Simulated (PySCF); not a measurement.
PySCF input (M06-2X/6-31G* (5d)):

```python
from pyscf import gto, dft

mol = gto.M(
    atom='''
    Li   -0.00000000   -0.00000000   -1.71462722
    Cl    0.00000000    0.00000000    0.30258127
    ''',
    basis='6-31g*',
    charge=1,
    spin=1,
    symmetry='C2v',
    verbose=4,
)

mf = dft.UKS(mol, xc='m062x')
mf.grids.level = 4
mf.conv_tol = 1e-9
mf.max_cycle = 100
mf.max_memory = 1500
mf.kernel()
if not mf.converged:
    mf = mf.newton()
    mf.kernel(mf.make_rdm1())
mf.dip_moment()
```

What final total energy does it give?

-467.38071 Eh.
